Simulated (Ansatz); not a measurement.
`N[SiH](O)[SiH2]O` + CH₃SH → `CS[SiH](N)O` + `O[SiH3]`  (cleavage of the Si–Si bond)

Program: Ansatz. Geometries: PBE0-D4/def2-TZVP. ΔE: electronic, gas phase. CCSD(T)/CBS adds triple-zeta CCSD(T) − MP2 to the extrapolated MP2 energy (def2 sets, frozen cores). This one scheme is used for every species. Functionals use def2-TZVPP. B3LYP here is the variant with VWN-RPA as its local correlation; programs differ in this. One conformer a species, not always the lowest.

```
             level  ΔE (kJ/mol)  difference from CCSD(T)/CBS
            PBE-D4        -65.5                         14.5
         r2SCAN-D4        -77.7                          2.3
           PBE0-D4        -71.1                          8.9
           ωB97X-V        -74.9                          5.1
           ωB97M-V        -80.6                         -0.6
            r2SCAN        -77.5                          2.5
              PBE0        -70.0                         10.0
             B3LYP        -72.6                          7.4
     HF/def2-TZVPP        -86.9                         -6.9
SCS-MP2/def2-TZVPP        -85.7                         -5.7
   CCSD/def2-TZVPP        -78.1                          1.9
CCSD(T)/def2-TZVPP        -78.2                          1.8
     HF/def2-QZVPP        -87.4                         -7.4
    MP2/def2-QZVPP        -89.5                         -9.5
SCS-MP2/def2-QZVPP        -86.9                         -6.9
      HF/CBS(def2)        -87.5                         -7.5
       CCSD(T)/CBS        -80.0                            0
```

Largest T1 diagnostic among the species: 0.012.

From PBE to PBE0 (25 % exact exchange), in def2-TZVPP and without D4, ΔE moves by −6.0 kJ/mol.

CCSD(T)/CBS has its own doubt, a few kJ/mol and more with outer-core shells, so smaller differences from it don't rank the levels.
